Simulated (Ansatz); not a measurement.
```yaml
crystal:
  periodic: [false, false, false]
  atoms:
    - {symbol: S, position_ang: [-2.210676, 0.988246, 1.527782]}
    - {symbol: Si, position_ang: [0.084638, 0.453730, 1.102824]}
    - {symbol: C, position_ang: [0.168900, -0.997056, 0.537108]}
    - {symbol: Si, position_ang: [0.874292, -0.433626, -1.128411]}
    - {symbol: N, position_ang: [0.505524, 1.223410, -0.557047]}
    - {symbol: H, position_ang: [-2.873615, 0.813493, 0.496499]}
    - {symbol: H, position_ang: [0.466535, 1.180892, 2.127991]}
    - {symbol: H, position_ang: [-0.620817, -1.867017, 0.299464]}
    - {symbol: H, position_ang: [0.836868, -1.496543, 1.014976]}
    - {symbol: H, position_ang: [2.219745, -0.578953, -1.270493]}
    - {symbol: H, position_ang: [0.313750, -0.980811, -2.531574]}
    - {symbol: H, position_ang: [0.503742, 1.986083, -1.059656]}
basis:
  gaussian: {orbitals: cc-pVTZ, point_charges: [{charge: 2.00, position_ang: [5.323, -0.355, 0.470]}]}
hamiltonian: {xc: {name: wPBEh}}
scf: {lower_state_search: full}
relax: {f_tol: 0.001, max_steps: 1}
```

```sh
$ ansatz run in.yaml --threads 4 --pin off --events-out ev --progress --plain --max-ram 10444MiB
```

Problem. How does Ansatz answer? (An estimate is asked.)

Solution. The calculation gave: The calculation stopped without meeting its thresholds.
```
Functional definition: wPBEh
1623 factors; their error is unknown
147 factors; integrals over basis functions are off by at most 1.9e-7 eV
mean field evaluation 1: about -29206.2938 eV, gradient 8.1e1 eV
mean field evaluation 2: about -29169.1027 eV, gradient 1.3e2 eV
mean field evaluation 4: about -29219.5156 eV, gradient 1.2e1 eV
mean field evaluation 8: about -29219.8270 eV, gradient 3.1e-1 eV
mean field evaluation 16: about -29219.8977 eV, gradient 1.8e-4 eV
mean field -29219.89768120 eV, -1073.8114338263 hartree, gradient 6.6e-5 eV, S^2 0.000000; 0 other end points of the search recorded, 0 dependent functions left out
reference -29219.89772687 eV, -1073.8114355044 hartree; 32, 32 occupied and 228, 228 virtual orbitals, 1623 factors
relax step   1: F+E_penalty+E_count = -29219.89768120 eV  Δ(F+E_penalty+E_count) = +0.000e0 eV  max|allowed force component| = 1.064e1 eV/Å  Δτ_max = 0.0000 Å  (34 SCF iters, accepted)
Error: geometry relaxation did not converge after 1 steps: max|allowed force component| = 1.06e1 eV/Å (threshold 1.0e-3). Raise `relax.max_steps` over both its present limit and 1, loosen `relax.f_tol`, or start from a geometry closer to equilibrium. Where this run's directory can be resumed (`checkpoint.write`), a resume goes on for up to `relax.max_steps` more
```
